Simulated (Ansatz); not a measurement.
HS₂ (SMILES [S]S), doublet, geometry from GFN2-xTB. Base run: HF/6-31G (Ansatz, a quantum-chemistry and plane-wave program).

Here is a job for Ansatz.
Ansatz 0.2 input:
```yaml
crystal:
  periodic: [false, false, false]
  atoms:
    - {symbol: S, position_ang: [0.91067831, -0.45184823, -0.02081956]}
    - {symbol: S, position_ang: [-0.80573747, 0.48637639, 0.01910795]}
    - {symbol: H, position_ang: [-1.67905351, -0.55245053, 0.02738580]}
basis:
  gaussian:
    orbitals: 6-31G
hamiltonian:
  xc: hf
magnetization: {spin_polarized: true, initial_magnetization: 1}
```

Variants of this job, named by their change:

| change | ΔE vs base (eV) |
|---|---|
| base | 0.00 |
| occupation = up:A':12 A'':5 down:A':13 A'':3 | 15.32 |
| occupation = up:A':13 A'':4 down:A':13 A'':3 | 0.00 |
| symmetry_tolerance_ang = 0.01 | 0.00 |
| occupation = up:A':14 A'':3 down:A':13 A'':3 | 5.05 |
